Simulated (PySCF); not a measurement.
**How a change of structure moves an absorption spectrum**

Computed, not measured: TDDFT B3LYP/def2-SVPD, vertical, gas phase, core orbitals frozen in the response in PySCF. Geometries: PBE0-D3(BJ)/def2-SVP; one conformer of each isolated species. Triplets are in the Tamm–Dancoff approximation. Relativistic effects are left out although some hold elements past zinc.

Parent: SeMe2 (`[Se](C)C`), with lowest singlet excitation energy 4.56 eV, LUMO energy -0.11 eV, HOMO–LUMO gap 5.70 eV, HOMO energy -5.81 eV. Its spectrum: 4.56 eV (f 0.000); 5.24 eV (f 0.015); 5.41 eV (f 0.027); 6.16 eV (f 0.044); 6.51 eV (f 0.000).

Shifts from the parent:

| change | SMILES | Δ S1 (eV) | Δ LUMO (eV) | Δ gap (eV) | Δ HOMO (eV) |
| --- | --- | --- | --- | --- | --- |
| ligand (both): Me to s-allyl | C=CC[Se]CC=C | -0.26 | -0.68 | -0.56 | -0.12 |
| ligand (both): Me to CF3 | FC(F)(F)[Se]C(F)(F)F | +0.15 | -1.69 | +0.38 | -2.07 |

Task: Predict the same shifts for this change: ligand (both): Me to GeH3 (`[GeH3][Se][GeH3]`).

Result: Δ lowest singlet excitation energy +0.21 eV, Δ LUMO energy -0.74 eV, Δ HOMO–LUMO gap +0.06 eV, Δ HOMO energy -0.79 eV. Spectrum: 260 nm (f 0.000); 258 nm (f 0.020); 224 nm (f 0.001); 213 nm (f 0.001); 195 nm (f 0.001). S1 falls most with ligand (both): Me to s-allyl (-0.26 eV), and it rises most with ligand (both): Me to GeH3 (+0.21 eV). S1 is simply the lowest singlet of each species and needn't be the same kind of state throughout.

Lowest levels of each derivative:
- `[GeH3][Se][GeH3]`: 4.77 eV (f 0.000); 4.80 eV (f 0.020); 5.53 eV (f 0.001)
- `C=CC[Se]CC=C`: 4.30 eV (f 0.029); 4.53 eV (f 0.000); 5.27 eV (f 0.000)
- `FC(F)(F)[Se]C(F)(F)F`: 4.71 eV (f 0.000); 6.42 eV (f 0.003); 7.46 eV (f 0.114)
